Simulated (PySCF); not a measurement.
Mn⁺ (manganese, charge +1) across methods

[Ar] 3d5 4s1, high-spin 7S determinant. Computed with PySCF 2.14 in x2c-QZVPPall (11s7p5d4f2g, 103 functions), with scalar relativity by spin-free X2C-1e.

```csv
method,E (hartree),mean ε 3p β (eV),mean ε 3d α (eV),mean ε 4s α (eV),Σ⟨r²⟩ (bohr²),⟨S²⟩
PBE,-1158.066,-59.064,-16.376,-12.611,25.70,12.000
UHF,-1157.18514,-68.895,-25.106,-14.976,25.74,12.000
M06-2X,-1158.291,-64.876,-20.968,-13.627,25.73,12.001
wB97X,-1158.300,-64.392,-20.882,-15.027,25.68,12.000
r2SCAN,-1158.284,-59.752,-16.794,-12.885,25.44,12.000
r2SCANh,-1158.275,-60.786,-17.674,-13.142,25.42,12.000
LDA,-1155.867,-59.198,-16.581,-12.850,25.59,12.000
PBE0,-1158.096,-61.873,-18.677,-13.290,25.57,12.000
```

Q: Estimate the same row for B3LYP.

A: E (hartree) = -1158.327; mean ε 3p β (eV) = -61.441; mean ε 3d α (eV) = -18.136; mean ε 4s α (eV) = -13.170; Σ⟨r²⟩ (bohr²) = 25.58; ⟨S²⟩ = 12.000.
